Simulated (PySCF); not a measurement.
Computed shifts of a molecule C3H3F3, B3LYP/pcSseg-1 run with PySCF, GIAO, gas phase, atoms alike by connectivity averaged where their shifts nearly agree, in ppm (number of nuclei): ¹⁹F: -125.9 (1), -136.8 (2). ¹³C: 164.3 (1), 117.1 (1), 115.3 (1). ¹H: 7.01 (1), 6.94 (1), 5.42 (1). References: ¹⁹F against CFCl3 (σ = 161.7 ppm); ¹³C against TMS (σ = 181.3 ppm); ¹H against TMS (σ = 31.68 ppm), references at their B3LYP-D3(BJ)/def2-TZVP geometries, non-relativistic. The structure is a stationary point at PBE0-D3(BJ)/def2-SVP. One conformer was computed; it need not be the lowest.

### Question
Which molecule gave these data?
A. CC(F)=C(F)F
B. F/C=C\C(F)F
C. F[C@H]1CC1(F)F
D. C=CC(F)(F)F

### Answer
B, F/C=C\C(F)F
